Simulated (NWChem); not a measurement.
System: CdSiH4O; SMILES [O]([CdH])[SiH3]

Input file for NWChem:

```
start job
memory heap 200 mb stack 900 mb global 1100 mb
geometry units angstroms noautosym nocenter noautoz
  Cd    -0.040897    -1.004188     0.010042
  H     -0.470145    -2.586882     0.019526
  O      0.590485     0.874112    -0.002395
  Si    -0.107929     2.380526    -0.005526
  H     -1.005250     2.601520    -1.204817
  H      0.972264     3.430954    -0.037753
  H     -0.958302     2.627589     1.222506
end
basis spherical
  Cd library def2-svpd
  H library def2-svpd
  O library def2-svpd
  Si library def2-svpd
end
ecp
  Cd library def2-ecp
end
dft
  xc b3lyp
  iterations 150
end
property
  response 1 0.0
end
task dft property
```

Coordinates come from a PBE-D3(BJ)/def2-SVP optimisation. def2 effective core potentials on Cd; no spin-orbit coupling.

Static field.

Task: What results follow from this input? (B3LYP/def2-SVPD with def2 effective core potentials on Cd.) Quantities: isotropic polarisability (bohr³); anisotropy (bohr³).

Result: 
| Quantity | Result |
|---|---|
| isotropic polarisability (bohr³) | 63.4 |
| anisotropy (bohr³) | 28.3 |
